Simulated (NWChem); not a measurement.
Everything below was run with NWChem. System: BN, charge 0, spin multiplicity 3, at a geometry optimised with UPBE0/def2-SVP. The structure started from a generated list of species. Its SCF solution wasn't tested for a lower state. Level: UPBE0/def2-TZVPD.

The NWChem input:

```
start mol
memory heap 200 mb stack 900 mb global 1100 mb
geometry units angstroms nocenter noautoz
  B      0.000000     0.000000     0.768245
  N      0.000000     0.000000    -0.548746
  symmetry group C2v
end
basis spherical
  * library def2-tzvpd
end
dft
  xc pbe0
  odft
  mult 3
  semidirect memsize 60000000 filesize 0
  iterations 100
end
task dft energy
```

Part of the output:

```
             Northwest Computational Chemistry Package (NWChem) 7.3.0
             --------------------------------------------------------

                                NWChem Input Module
                                -------------------

 Scaling coordinates for geometry "geometry" by  1.889725989
 (inverse scale =  0.529177249)

 Turning off AUTOSYM since
 SYMMETRY directive was detected!

                             Geometry "geometry" -> ""
                             -------------------------

 Output coordinates in angstroms (scale by  1.889725989 to convert to a.u.)

  No.       Tag          Charge          X              Y              Z
 ---- ---------------- ---------- -------------- -------------- --------------
    1 B                    5.0000     0.00000000     0.00000000     0.76824500
    2 N                    7.0000     0.00000000     0.00000000    -0.54874600

 Effective nuclear repulsion energy (a.u.)      14.0632728052

            Nuclear Dipole moment (a.u.)
            ----------------------------
        X                 Y               Z
 ---------------- ---------------- ----------------
     0.0000000000     0.0000000000     0.0000056692

      Symmetry information
      --------------------

 Group name             C2v
 Group number             16
 Group order               4
 No. of unique centers     2

      Symmetry unique atoms

     1    2


 Summary of "ao basis" -> "" (spherical)
 ------------------------------------------------------------------------------
       Tag                 Description            Shells   Functions and Types
 ---------------- ------------------------------  ------  ---------------------
 *                         def2-tzvpd                 on all atoms

                                 NWChem DFT Module
                                 -----------------

 Summary of "ao basis" -> "ao basis" (spherical)
 ------------------------------------------------------------------------------
       Tag                 Description            Shells   Functions and Types
 ---------------- ------------------------------  ------  ---------------------
 B                         def2-tzvpd               13       37   6s3p3d1f
 N                         def2-tzvpd               13       37   6s3p3d1f

 Summary of "ao basis" -> "ao basis" (spherical)
 ------------------------------------------------------------------------------
       Tag                 Description            Shells   Functions and Types
 ---------------- ------------------------------  ------  ---------------------
 B                         def2-tzvpd               13       37   6s3p3d1f
 N                         def2-tzvpd               13       37   6s3p3d1f

      Symmetry analysis of basis
      --------------------------

        a1         34
        a2          8
        b1         16
        b2         16

            General Information
            -------------------
          SCF calculation type: DFT
          Wavefunction type:  spin polarized.
          No. of atoms     :     2
          No. of electrons :    12
           Alpha electrons :     7
            Beta electrons :     5
          Charge           :     0
          Spin multiplicity:     3
          Use of symmetry is: on ; symmetry adaption is: on
          Maximum number of iterations: 100
          AO basis - number of functions:    74
                     number of shells:    26
          Convergence on energy requested:  1.00D-06
          Convergence on density requested:  1.00D-05
          Convergence on gradient requested:  5.00D-04

              XC Information
              --------------
                         PBE0 Method XC Functional
                     Hartree-Fock (Exact) Exchange  0.250
          PerdewBurkeErnzerhof Exchange Functional  0.750
            Perdew 1991 LDA Correlation Functional  1.000 local
           PerdewBurkeErnz. Correlation Functional  1.000 non-local

             Grid Information
             ----------------
          Grid used for XC integration:  medium
          Radial quadrature: Mura-Knowles
          Angular quadrature: Lebedev.
          Tag              B.-S. Rad. Rad. Pts. Rad. Cut. Ang. Pts.
          ---              ---------- --------- --------- ---------
          B                   0.85       49           9.0       434
          N                   0.65       49           9.0       434
          Grid pruning is: on
          Number of quadrature shells:    98
          Spatial weights used:  Erf1

          Convergence Information
          -----------------------
          Convergence aids based upon iterative change in
          total energy or number of iterations.
          Levelshifting, if invoked, occurs when the
          HOMO/LUMO gap drops below (HL_TOL):  1.00D-02
          DIIS, if invoked, will attempt to extrapolate
          using up to (NFOCK): 10 stored Fock matrices.

                    Damping( 0%)  Levelshifting(0.5)       DIIS
                  --------------- ------------------- ---------------
          dE  on:    start            ASAP                start
          dE off:    2 iters        100 iters           100 iters

      Screening Tolerance Information
      -------------------------------
          Density screening/tol_rho:  1.00D-10
          AO Gaussian exp screening on grid/accAOfunc:  14
          CD Gaussian exp screening on grid/accCDfunc:  20
          XC Gaussian exp screening on grid/accXCfunc:  20
          Schwarz screening/accCoul:  1.00D-08

      Superposition of Atomic Density Guess
      -------------------------------------
[...]
    45      0.389038  2 N  py                48      0.348505  2 N  py
     8      0.234494  1 B  py                11      0.184647  1 B  py
    51      0.175118  2 N  py                14      0.048870  1 B  py
    59      0.031523  2 N  d -1              22     -0.025810  1 B  d -1

 Vector    6  Occ=1.000000D+00  E=-3.404153D-01  Symmetry=a1
              MO Center=  1.6D-14, -3.2D-15,  5.9D-01, r^2= 1.9D+00
   Bfn.  Coefficient  Atom+Function         Bfn.  Coefficient  Atom+Function
  ----- ------------  ---------------      ----- ------------  ---------------
    12      0.380190  1 B  pz                 9      0.372379  1 B  pz
    46     -0.292750  2 N  pz                42      0.268046  2 N  s
    49     -0.202697  2 N  pz                 3      0.160055  1 B  s
    41      0.132740  2 N  s                  4      0.115599  1 B  s
    43      0.111105  2 N  s                 15      0.093471  1 B  pz

 Vector    7  Occ=1.000000D+00  E=-3.373321D-01  Symmetry=b1
              MO Center= -1.5D-14, -3.6D-16, -1.2D-01, r^2= 1.2D+00
   Bfn.  Coefficient  Atom+Function         Bfn.  Coefficient  Atom+Function
  ----- ------------  ---------------      ----- ------------  ---------------
    44      0.362448  2 N  px                47      0.317333  2 N  px
     7      0.261678  1 B  px                10      0.213684  1 B  px
    50      0.176542  2 N  px                13      0.072759  1 B  px
    61     -0.026697  2 N  d  1

 Vector    8  Occ=0.000000D+00  E=-4.379388D-02  Symmetry=b2
              MO Center=  4.6D-15, -3.7D-14,  7.3D-01, r^2= 2.6D+00
   Bfn.  Coefficient  Atom+Function         Bfn.  Coefficient  Atom+Function
  ----- ------------  ---------------      ----- ------------  ---------------
    11      0.413058  1 B  py                14      0.405445  1 B  py
     8      0.352388  1 B  py                45     -0.264368  2 N  py
    51     -0.257335  2 N  py                48     -0.246297  2 N  py
    27      0.135087  1 B  d -1              22      0.053841  1 B  d -1
    17      0.032127  1 B  d -1

 Vector    9  Occ=0.000000D+00  E=-2.069535D-02  Symmetry=b1
              MO Center= -1.1D-13,  7.3D-15,  7.3D-01, r^2= 2.9D+00
   Bfn.  Coefficient  Atom+Function         Bfn.  Coefficient  Atom+Function
  ----- ------------  ---------------      ----- ------------  ---------------
    13      0.433936  1 B  px                10      0.364962  1 B  px
     7      0.320216  1 B  px                44     -0.273615  2 N  px
    50     -0.267751  2 N  px                47     -0.249074  2 N  px
    29     -0.179967  1 B  d  1              24     -0.065995  1 B  d  1
    19     -0.036403  1 B  d  1

 Vector   10  Occ=0.000000D+00  E= 1.833946D-02  Symmetry=a1
              MO Center=  1.1D-13,  2.7D-14,  1.2D+00, r^2= 1.2D+01
   Bfn.  Coefficient  Atom+Function         Bfn.  Coefficient  Atom+Function
  ----- ------------  ---------------      ----- ------------  ---------------
     6      2.442504  1 B  s                 43     -1.297071  2 N  s
     5     -0.865714  1 B  s                 15     -0.463403  1 B  pz
     3     -0.199845  1 B  s                 42      0.197637  2 N  s
     4      0.145299  1 B  s                 41     -0.133378  2 N  s
    28      0.120295  1 B  d  0               9     -0.103232  1 B  pz

                     DFT Final Beta Molecular Orbital Analysis
                     -----------------------------------------

 Vector    3  Occ=1.000000D+00  E=-8.075638D-01  Symmetry=a1
              MO Center= -2.7D-16,  1.2D-15, -2.1D-01, r^2= 6.0D-01
   Bfn.  Coefficient  Atom+Function         Bfn.  Coefficient  Atom+Function
  ----- ------------  ---------------      ----- ------------  ---------------
    41      0.363894  2 N  s                 40      0.335162  2 N  s
    39     -0.216156  2 N  s                  3      0.193388  1 B  s
     9     -0.167407  1 B  pz                 4      0.161822  1 B  s
    46      0.112012  2 N  pz                 2     -0.111446  1 B  s
    38     -0.095473  2 N  s                 12     -0.094611  1 B  pz

 Vector    4  Occ=1.000000D+00  E=-3.693001D-01  Symmetry=a1
              MO Center=  2.4D-15,  1.2D-15, -5.4D-01, r^2= 1.1D+00
   Bfn.  Coefficient  Atom+Function         Bfn.  Coefficient  Atom+Function
  ----- ------------  ---------------      ----- ------------  ---------------
     4      0.409050  1 B  s                 42     -0.350713  2 N  s
    46      0.349601  2 N  pz                41     -0.327753  2 N  s
     3      0.257591  1 B  s                 49      0.251516  2 N  pz
    40     -0.163361  2 N  s                  2     -0.139953  1 B  s
    12     -0.134559  1 B  pz                 9     -0.116653  1 B  pz

 Vector    5  Occ=1.000000D+00  E=-3.193470D-01  Symmetry=b1
              MO Center=  2.8D-16, -1.7D-16, -1.9D-01, r^2= 1.2D+00
   Bfn.  Coefficient  Atom+Function         Bfn.  Coefficient  Atom+Function
  ----- ------------  ---------------      ----- ------------  ---------------
    44      0.374216  2 N  px                47      0.324545  2 N  px
     7      0.239334  1 B  px                50      0.189033  2 N  px
    10      0.183912  1 B  px                13      0.074380  1 B  px
    24      0.036068  1 B  d  1              19      0.030545  1 B  d  1

 Vector    6  Occ=0.000000D+00  E=-1.879745D-01  Symmetry=b2
              MO Center=  1.5D-15, -7.6D-15, -8.5D-02, r^2= 1.4D+00
   Bfn.  Coefficient  Atom+Function         Bfn.  Coefficient  Atom+Function
  ----- ------------  ---------------      ----- ------------  ---------------
    45      0.324073  2 N  py                48      0.284289  2 N  py
     8      0.261446  1 B  py                11      0.217223  1 B  py
    51      0.182422  2 N  py                14      0.143120  1 B  py
    22     -0.035636  1 B  d -1              17     -0.027740  1 B  d -1

 Vector    7  Occ=0.000000D+00  E=-1.509156D-01  Symmetry=a1
              MO Center=  2.7D-15,  3.1D-15,  1.1D+00, r^2= 1.9D+00
   Bfn.  Coefficient  Atom+Function         Bfn.  Coefficient  Atom+Function
  ----- ------------  ---------------      ----- ------------  ---------------
     9      0.308840  1 B  pz                 4      0.289540  1 B  s
    12      0.277852  1 B  pz                46     -0.187905  2 N  pz
    15      0.186937  1 B  pz                 3      0.179956  1 B  s
    43      0.177651  2 N  s                  2     -0.117440  1 B  s
    49     -0.114507  2 N  pz                 5      0.109721  1 B  s

 Vector    8  Occ=0.000000D+00  E= 1.804752D-02  Symmetry=b1
              MO Center= -4.0D-15, -9.4D-15,  7.9D-01, r^2= 3.3D+00
   Bfn.  Coefficient  Atom+Function         Bfn.  Coefficient  Atom+Function
  ----- ------------  ---------------      ----- ------------  ---------------
    13      0.568430  1 B  px                10      0.325578  1 B  px
    50     -0.319515  2 N  px                 7      0.309459  1 B  px
    44     -0.256393  2 N  px                47     -0.233081  2 N  px
    29     -0.173965  1 B  d  1

   alpha - beta orbital overlaps
   -----------------------------

   alpha      1      2      3      4      5      6      7      8      9     10
    beta      1      2      3      4      6      7      5     10      8      9
 overlap   1.000  1.000  0.999  0.941  0.989  0.928  0.998  0.972  0.994  0.981

   alpha     11     12     13     14     15     16     17     18     19     20
    beta     11     15     13     14     12     16     18     17     20     19
 overlap   0.983  0.967  1.000  0.982  0.976  0.974  0.957  0.978  0.960  0.972

   alpha     21     22     23     24     25     26     27     28     29     30
    beta     23     21     22     25     24     27     28     26     31     30
 overlap   0.985  0.999  0.996  0.995  0.997  0.999  0.996  0.992  0.988  0.993

   alpha     31     32     33     34     35     36     37     38     39     40
    beta     29     33     32     34     35     36     38     37     41     40
 overlap   0.999  0.988  0.997  0.988  0.949  0.951  0.999  0.999  0.994  1.000

   alpha     41     42     43     44     45     46     47     48     49     50
    beta     39     43     42     44     45     46     49     50     47     48
 overlap   0.994  0.999  0.999  1.000  1.000  0.990  0.915  0.922  0.915  0.926

   alpha     51     52     53     54     55     56     57     58     59     60
    beta     52     51     53     55     54     56     58     57     59     60
 overlap   0.995  0.990  0.994  0.996  0.990  0.999  1.000  0.999  1.000  0.999

   alpha     61     62     63     64     65     66     67     68     69     70
    beta     61     62     63     64     66     65     68     67     69     71
 overlap   1.000  1.000  1.000  0.999  1.000  1.000  0.985  1.000  0.986  1.000

   alpha     71     72     73     74
    beta     70     72     73     74
 overlap   1.000  0.999  1.000  1.000

     --------------------------
     Expectation value of S2:
     --------------------------
      <S2> =      2.0056 (Exact =     2.0000)

 center of mass
 --------------
 x =   0.00000000 y =   0.00000000 z =   0.05845571

 moments of inertia (a.u.)
 ------------------
          38.176106035717           0.000000000000           0.000000000000
           0.000000000000          38.176106035717           0.000000000000
           0.000000000000           0.000000000000           0.000000000000

     Multipole analysis of the density
     ---------------------------------

     L   x y z        total         alpha         beta         nuclear
     -   - - -        -----         -----         ----         -------
     0   0 0 0     -0.000000     -7.000000     -5.000000     12.000000

     1   1 0 0     -0.000000     -0.000000     -0.000000      0.000000
     1   0 1 0     -0.000000     -0.000000     -0.000000      0.000000
     1   0 0 1      0.853795     -0.511963      1.365752      0.000006

     2   2 0 0     -9.002719     -5.375315     -3.627404      0.000000
     2   1 1 0      0.000000      0.000000     -0.000000      0.000000
     2   1 0 1      0.000000      0.000000      0.000000      0.000000
     2   0 2 0     -7.560341     -5.381085     -2.179257      0.000000
     2   0 1 1      0.000000      0.000000      0.000000      0.000000
     2   0 0 2     -8.816217    -17.640322     -9.241399     18.065504

 Task  times  cpu:        1.6s     wall:        1.6s

 Total times  cpu:        1.6s     wall:        1.6s
```
